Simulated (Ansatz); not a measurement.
Results of the Gaussian-basis code of Ansatz.

A structure relaxed at PBE0-D4/def2-TZVP, charge 0, multiplicity 1:

Cartesian coordinates in Å:
```
F -2.480 1.244 -0.280
Si -1.718 0.014 0.393
C 0.035 0.079 1.418
B 0.069 -0.420 0.024
Si 1.385 -0.227 -1.451
H -2.653 -0.539 1.394
H -0.648 -0.258 2.212
H 0.819 0.690 1.861
H 2.691 0.321 -0.987
H 1.639 -1.564 -2.058
H 0.862 0.662 -2.526
```

**Question.** Give its formula and SMILES.

**Answer.** CH6BFSi2, `F[SiH]1CB1[SiH3]`.

**Question.** Summarise the bond lengths by kind.

**Answer.** 1 × F–Si 1.596 Å; 1 × C–Si 2.032 Å; 2 × B–Si 1.876 to 1.986 Å; 4 × H–Si 1.477 to 1.490 Å; 1 × B–C 1.481 Å; 2 × C–H 1.089 to 1.101 Å.
